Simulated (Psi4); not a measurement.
cyclopropene (C₃H₄), singlet, geometry from GFN2-xTB; R2SCAN/6-31G* in Psi4.

Psi4 was given this input:
```
memory 2 GB

molecule {
0 1
C    -0.02398035   -0.00988421    0.85291858
C     0.01415246   -0.64253561   -0.50675464
C     0.01392072    0.65410679   -0.49173477
H     0.86570208   -0.01692030    1.47406113
H    -0.94715748   -0.01665393    1.42309451
H     0.02873121   -1.56595013   -1.03014057
H     0.02816727    1.58940251   -0.99359004
}

set {
  basis 6-31g*
}

energy('r2scan')
print_variables()
```

The log (banner, timings and long lists left out):

```
   => Loading Basis Set <=

    Name: 6-31G*
    Role: ORBITAL
    Keyword: BASIS

         ---------------------------------------------------------
                                   SCF
               by Justin Turney, Rob Parrish, Andy Simmonett
                          and Daniel G. A. Smith
                              RKS Reference
         ---------------------------------------------------------

  ==> Geometry <==

    Molecular point group: c1
    Full point group: C1

    Geometry (in Angstrom), charge = 0, multiplicity = 1:

       Center              X                  Y                   Z               Mass
    ------------   -----------------  -----------------  -----------------  -----------------
         C           -0.024588995765    -0.010135078350     0.874566399286    12.000000000000
         C            0.013543814235    -0.642786478350    -0.485106820714    12.000000000000
         C            0.013312074235     0.653855921650    -0.470086950714    12.000000000000
         H            0.865093434235    -0.017171168350     1.495708949286     1.007825032230
         H           -0.947766125765    -0.016904798350     1.444742329286     1.007825032230
         H            0.028122564235    -1.566200998350    -1.008492750714     1.007825032230
         H            0.027558624235     1.589151641650    -0.971942220714     1.007825032230

  Running in c1 symmetry.

  Rotational constants: A =      1.00557  B =      0.74384  C =      0.46681 [cm^-1]
  Rotational constants: A =  30146.33739  B =  22299.80443  C =  13994.63754 [MHz]
  Nuclear repulsion =   64.110178925846512

  Charge       = 0
  Multiplicity = 1
  Electrons    = 22
  Nalpha       = 11
  Nbeta        = 11

  ==> Algorithm <==

  SCF Algorithm Type is DF.
  DIIS enabled.
  MOM disabled.
  Fractional occupation disabled.
  Guess Type is SAD.
  Energy threshold   = 1.00e-06
  Density threshold  = 1.00e-06
  Integral threshold = 1.00e-12

  ==> Primary Basis <==

  Basis Set: 6-31G*
    Blend: 6-31G*
    Number of shells: 26
    Number of basis functions: 53
    Number of Cartesian functions: 53
    Spherical Harmonics?: false
    Max angular momentum: 2

  ==> DFT Potential <==

   => LibXC <=

    Version 7.1.2
    S. Lehtola, C. Steigemann, M. J. T. Oliveira, and M. A. L. Marques,  SoftwareX 7, 1–5 (2018) (10.1016/j.softx.2017.11.002)

   => Composite Functional: R2SCAN <=

    r2SCAN Meta-GGA XC Functional  (0.1021/acs.jpclett.0c02405)
    J. W. Furness, A. D. Kaplan, J. Ning, J. P. Perdew, J. Sun  J. Phys. Chem. Lett.  11, 8208–8215, 2020

    Deriv               =              1
    GGA                 =           TRUE
    Meta                =           TRUE

    Exchange Hybrid     =          FALSE
    MP2 Hybrid          =          FALSE

   => Exchange Functionals <=

    1.0000   XC_MGGA_X_R2SCAN

   => Correlation Functionals <=

    1.0000   XC_MGGA_C_R2SCAN

   => LibXC Density Thresholds  <==

    XC_MGGA_C_R2SCAN:  1.00E-15
    XC_MGGA_X_R2SCAN:  1.00E-11

   => Molecular Quadrature <=

    Radial Scheme          =       TREUTLER
    Pruning Scheme         =           NONE
    Nuclear Scheme         =       TREUTLER

    Blocking Scheme        =         OCTREE
    BS radius alpha        =              1
    Pruning alpha          =              1
    Radial Points          =             75
    Spherical Points       =            302
    Total Points           =         150488
    Total Blocks           =           1194
    Max Points             =            256
    Max Functions          =             53
    Weights Tolerance      =       1.00E-15

   => Loading Basis Set <=

    Name: (6-31G* AUX)
    Role: JKFIT
    Keyword: DF_BASIS_SCF

  ==> Integral Setup <==

  SCF_SUBTYPE=INCORE selected. In-core MEM_DF algorithm will be used.
  Using in-core AOs.

  ==> MemDFJK: Density-Fitted J/K Matrices <==

    J tasked:                   Yes
    K tasked:                    No
    wK tasked:                   No
    Algorithm:                 Core
    Schwarz Cutoff:           1E-12
    Mask sparsity (%):       0.0000
    Fitting Condition:        1E-10

   => Auxiliary Basis Set <=

  Basis Set: (6-31G* AUX)
    Blend: CC-PVDZ-JKFIT
    Number of shells: 108
    Number of basis functions: 343
    Number of Cartesian functions: 343
    Spherical Harmonics?: false
    Max angular momentum: 3

  Minimum eigenvalue in the overlap matrix is 2.4379912139E-03.
  Reciprocal condition number of the overlap matrix is 3.4175881419E-04.
    Using symmetric orthogonalization.

  ==> Pre-Iterations <==

  SCF Guess: Superposition of Atomic Densities via on-the-fly atomic UHF (no occupation information).

   -------------------------
    Irrep   Nso     Nmo
   -------------------------
     A         53      53
   -------------------------
    Total      53      53
   -------------------------

  ==> Iterations <==

                           Total Energy        Delta E     RMS |[F,P]|

   @DF-RKS iter SAD:  -116.24845671804729   -1.16248e+02   0.00000e+00
   @DF-RKS iter   1:  -116.30291935152360   -5.44626e-02   1.22493e-02 ADIIS/DIIS
   @DF-RKS iter   2:  -116.21567296018185    8.72464e-02   1.45879e-02 ADIIS/DIIS
   @DF-RKS iter   3:  -116.53599154144815   -3.20319e-01   7.46795e-04 ADIIS/DIIS
   @DF-RKS iter   4:  -116.53633239094363   -3.40849e-04   5.65473e-04 ADIIS/DIIS
   @DF-RKS iter   5:  -116.53679089388589   -4.58503e-04   7.22140e-05 DIIS
   @DF-RKS iter   6:  -116.53679818363125   -7.28975e-06   1.06165e-05 DIIS
   @DF-RKS iter   7:  -116.53679834642952   -1.62798e-07   7.59603e-07 DIIS
  Energy and wave function converged.

  ==> Post-Iterations <==

   Electrons on quadrature grid:
      Ntotal   =   22.0000154311 ; deviation = 1.543e-05

    Orbital Energies [Eh]
    ---------------------

    Doubly Occupied:

[...]
    Virtual:

[...]
    Final Occupation by Irrep:
              A
    DOCC [    11 ]
    NA   [    11 ]
    NB   [    11 ]

  @DF-RKS Final Energy:  -116.53679834642952

   => Energetics <=

    Nuclear Repulsion Energy =             64.1101789258465118
    One-Electron Energy =                -282.2129216357412247
    Two-Electron Energy =                 119.2158711611668025
    DFT Exchange-Correlation Energy =     -17.6499267977016316
    Empirical Dispersion Energy =           0.0000000000000000
    VV10 Nonlocal Energy =                  0.0000000000000000
    Total Energy =                       -116.5367983464295207

Computation Completed

Properties will be evaluated at   0.000000,   0.000000,   0.000000 [a0]

Properties computed using the SCF density matrix

 Multipole Moments:

 ------------------------------------------------------------------------------------
     Multipole            Electronic (a.u.)      Nuclear  (a.u.)        Total (a.u.)
 ------------------------------------------------------------------------------------

 L = 1.  Multiply by 2.5417464519 to convert [e a0] to [Debye]
 Dipole X            :          0.0309144           -0.0253037            0.0056107
 Dipole Y            :          0.0127422           -0.0104297            0.0023125
 Dipole Z            :         -1.0995435            0.8999860           -0.1995575
 Magnitude           :                                                    0.1996497

 ------------------------------------------------------------------------------------

  Variable Map:
  ----------------------------------------------------------------------------
[...]
  Array Variable Map:
  ----------------------------------------------------------------------------
[...]
[...]
```
